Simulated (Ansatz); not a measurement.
`N#Cc1ccccc1-c1ccccc1C#N` with charge -1. The state is a doublet with charge -1. Geometry PBE-D4/def2-SVP, that of the neutral singlet; atoms count from 1.

```xyz
24

N     0.436    3.314   -1.025
C    -0.219    2.339   -1.033
C    -1.040    1.163   -1.060
C    -2.205    1.171   -1.861
C    -3.015    0.035   -1.939
C    -2.670   -1.118   -1.217
C    -1.517   -1.133   -0.422
C    -0.682   -0.003   -0.322
C     0.528   -0.031    0.538
C     0.735    0.961    1.516
C     1.864    0.941    2.345
C     2.821   -0.077    2.211
C     2.644   -1.074    1.247
C     1.505   -1.061    0.408
C     1.378   -2.084   -0.590
N     1.294   -2.932   -1.397
H    -2.453    2.079   -2.429
H    -3.920    0.049   -2.565
H    -3.303   -2.016   -1.271
H    -1.260   -2.038    0.148
H    -0.014    1.756    1.636
H     1.995    1.727    3.103
H     3.709   -0.096    2.860
H     3.388   -1.873    1.120
```

The highest occupied level of the charge -1 doublet lies above zero (up to 0.77 eV). By energy differences its removal costs 0.71 eV (vertical, to the charge 0 singlet, at PBE0-D4/def2-SVP); self-interaction error and the lack of diffuse functions both raise the level.

Estimate the Mulliken populations from the PBE0/def2-SVP orbitals of Ansatz.


```csv
atom,charge (e),spin (α − β)
N1,-0.09,0.11
C2,-0.12,-0.03
C3,-0.17,0.18
C4,0.00,-0.03
C5,-0.05,0.09
C6,-0.05,0.14
C7,-0.02,-0.06
C8,0.03,0.13
C9,0.03,0.13
C10,-0.02,-0.06
C11,-0.05,0.14
C12,-0.05,0.09
C13,0.00,-0.03
C14,-0.17,0.18
C15,-0.12,-0.03
N16,-0.09,0.11
H17,-0.01,0.00
H18,-0.02,-0.01
H19,-0.01,-0.01
H20,0.01,0.00
H21,0.01,0.00
H22,-0.01,-0.01
H23,-0.02,-0.01
H24,-0.01,0.00
```
Mulliken values and Mayer orders depend strongly on the basis.

Where does the spin sit?

Summed by element: N 0.21, C 0.81, H -0.02, of 1 unpaired in all. Largest on single atoms: C3 0.18, C14 0.18, C6 0.14.

And the Mayer bond orders between bonded heavy atoms (over 0.3)?

N1–C2 2.91 (1.17 Å); C2–C3 1.15 (1.43 Å); C3–C4 1.32 (1.41 Å); C3–C8 1.25 (1.43 Å); C4–C5 1.45 (1.40 Å); C5–C6 1.26 (1.40 Å); C6–C7 1.43 (1.40 Å); C7–C8 1.36 (1.41 Å); C8–C9 1.07 (1.49 Å); C9–C10 1.36 (1.41 Å); C9–C14 1.25 (1.43 Å); C10–C11 1.43 (1.40 Å); C11–C12 1.26 (1.40 Å); C12–C13 1.45 (1.40 Å); C13–C14 1.32 (1.41 Å); C14–C15 1.15 (1.43 Å); C15–N16 2.91 (1.17 Å).
